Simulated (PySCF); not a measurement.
This script is equivalent to a calculation on F (fluorine, neutral).

```python
from pyscf import gto, scf, dft, mp, cc
import basis_set_exchange as bse
mol = gto.M(atom="F 0 0 0", charge=0, spin=1, symmetry="D2h",
            basis=gto.basis.parse(bse.get_basis("x2c-TZVPPall", elements=["F"], fmt="nwchem", augment_diffuse=1)),
            nucmod="G")
mf = dft.UKS(mol, xc="TPSSH").sfx2c1e()
mf.irrep_nelec = {'Ag': (2, 2), 'B1u': (1, 1), 'B2u': (1, 1), 'B3u': (1, 0)}
mf.kernel()
```

(1) What total energy does it give?

(2) Which occupied shell lies highest, and where?

(3) What is ⟨S²⟩, and what would a pure spin state give?

Answers

(1) -99.855 hartree (calculated).

(2) 2p β, at -11.345 eV.

(3) 0.752, against 0.75.
